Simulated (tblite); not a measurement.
A tight-binding relaxation on `[N+]([B@H-]([AsH2])CC=C)#CC`.

Computed with GFN2-xTB geometry optimisation, gas phase (tblite 0.8.0). Start geometry: from a force field or distance geometry. The input is one job of a driver script: a line of settings, then coordinates in Å.

Command:
```bash
OMP_NUM_THREADS=1 python probes_run.py task.json out
```

Input:
```
{"job": {"kind": "relax", "xc": "GFN2-xTB", "basis": "xTB"}, "charge": 0, "multiplicity": 1}
C     -2.392200    -1.448300    -0.457000
C     -2.184900    -0.209400    -0.010700
C     -1.308300     0.748200    -0.716700
B     -0.070200     1.267600     0.093900
As    -0.436500     1.477100     2.108400
N      1.088300     0.365900    -0.168700
C      2.011300    -0.310600    -0.374700
C      3.187500    -1.170500    -0.652500
H     -1.954200    -1.820500    -1.385900
H     -3.035900    -2.145200     0.079300
H     -2.686200     0.032100     0.943700
H     -0.993800     0.286000    -1.664000
H     -1.919200     1.672300    -0.977800
H      0.155600     2.379900    -0.306000
H     -0.132600     0.204900     2.936800
H      0.224500     2.770100     2.694900
H      3.756400    -0.792900    -1.525400
H      2.819100    -2.193600    -0.849400
H      3.861500    -1.103700     0.224400
```

Output:
```
step      E/eV     max force
  0    -618.23811    2.613
  1    -618.52483    2.213
  2    -618.69046    5.874
  3    -618.91775    2.415
  4    -619.02759    1.450
  5    -619.15262    0.792
  6    -619.25386    0.770
  7    -619.29082    0.649
  8    -619.32746    0.366
  9    -619.33914    0.314
... (120 lines left out)
130    -619.62008    0.018
131    -619.62015    0.028
132    -619.62023    0.027
133    -619.62031    0.042
134    -619.62036    0.021
135    -619.62038    0.013
136    -619.62040    0.010
137    -619.62041    0.011
138    -619.62043    0.013
139    -619.62044    0.008
```

«max force» is the largest atomic force in eV/Å.

Question: From which step on does the largest force stay under 0.1 eV/Å, and how much energy is left to gain from there?

Answer: From step 110 (0.066 eV/Å), 10.0 meV above the end.

In short: energy lowered by 31.9 kcal/mol over 139 steps; largest atomic force 0.008 eV/Å at the end.

Question: Give the final coordinates.

Answer: 0.712 Å rms from the input after alignment:
```
atom  x, y, z in Å
C1    -1.5794   -1.5603   -0.6002
C2    -1.8501   -0.3852   -0.0554
C3    -1.5538    0.9296   -0.6735
B4    -0.1998    1.6119   -0.0176
As5   -0.3470    1.8507    2.0717
N6     0.8815    0.6727   -0.2035
C7     1.6133   -0.2185   -0.2952
C8     2.5469   -1.3007   -0.3447
H9    -1.1674   -1.6396   -1.5948
H10   -1.7783   -2.4910   -0.0943
H11   -2.2700   -0.3450    0.9466
H12   -1.4276    0.8170   -1.7523
H13   -2.3878    1.6140   -0.5011
H14    0.0865    2.6538   -0.5171
H15   -0.0522    0.4083    2.4299
H16    1.1247    2.1479    2.2669
H17    3.2594   -1.1510   -1.1570
H18    2.0025   -2.2295   -0.5155
H19    3.0887   -1.3759    0.5996
```

Time: 1.8 s of wall time. Hardware: Arm Neoverse N1, one thread, shared host with 64 logical CPUs at a one-minute load of 62.
Labels such as C1 count atoms from 1, the log's own numbers from 0.
